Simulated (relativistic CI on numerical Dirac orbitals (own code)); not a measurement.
## Zn⁴⁺: 3p photoemission

Computed with this model: Dirac-Coulomb-Breit CI, orbitals from a KLI potential per configuration, a model potential for QED, valence Slater integrals scaled by 0.8, multiplet model of photoemission in the sudden approximation; configurations [Ar] 3d8 → [Ne] 3s2 3p5 3d8; 300 K; Lorentzian 0.8 eV and Gaussian 0.6 eV FWHM. Energies are those of the free ion, without screening or charge transfer. The energies are binding energies and can lie tens of eV above those of solids. S is read from ⟨S²⟩ = S(S + 1).

Field parameters in Wybourne normalisation: Oh B⁴₀ = 21Dq, B⁴₄ = √(5/14) B⁴₀. The field is a parameter set, without covalency.

free ion: ground-state S = 1.00, centroid 166.55 eV. Peaks (eV, height): 158.6 (100), 161.6 (29), 164.7 (75), 166.0 (48), 169.4 (69), 173.3 (18), 176.9 (23), 179.3 (46), 180.9 (10).

Oh, 10Dq = 5000 cm⁻¹: ground-state S = 1.00, centroid 166.55 eV. Peaks (eV, height): 159.0 (100), 162.0 (34), 165.3 (71), 166.5 (61), 169.9 (49), 173.9 (22), 177.5 (25), 179.7 (40).

Oh, 10Dq = 13800 cm⁻¹: ground-state S = 1.00, centroid 166.55 eV. Peaks (eV, height): 159.6 (100), 160.7 (69), 166.5 (57), 167.6 (52), 171.4 (21), 174.3 (20), 175.5 (24), 178.9 (21), 180.8 (21).

Oh, 10Dq = 22600 cm⁻¹: ground-state S = 1.00, centroid 166.55 eV. Peaks (eV, height): 160.0 (100), 161.2 (73), 164.3 (18), 167.5 (44), 168.7 (38), 173.1 (14), 175.0 (20), 176.7 (28), 180.2 (14), 182.1 (11).

Oh, 10Dq = 31400 cm⁻¹: ground-state S = 1.00, centroid 166.55 eV. Peaks (eV, height): 160.4 (100), 161.6 (76), 165.7 (13), 168.6 (35), 169.7 (29), 174.3 (11), 175.7 (20), 177.9 (22), 181.5 (8), 183.6 (7).

Oh, 10Dq = 40200 cm⁻¹: ground-state S = 1.00, centroid 166.55 eV. Peaks (eV, height): 160.6 (100), 161.9 (76), 163.6 (43), 166.0 (9), 166.9 (10), 169.8 (29), 176.4 (18), 178.0 (17), 179.4 (14).

Strongest unbroadened transitions for free ion:

| Energy (eV) | Relative strength |
| --- | --- |
| 158.62 | 100.0 |
| 159.60 | 17.6 |
| 160.21 | 9.1 |
| 161.55 | 13.2 |
| 161.78 | 10.4 |
| 163.53 | 5.8 |
| 164.66 | 67.2 |
| 165.36 | 12.0 |
| 166.14 | 32.4 |
| 166.34 | 5.7 |
| 169.14 | 14.2 |
| 169.42 | 56.7 |
| 172.08 | 3.9 |
| 173.07 | 9.6 |
| 173.51 | 9.2 |
| 176.86 | 21.8 |
| 179.34 | 47.1 |
| 181.11 | 6.6 |
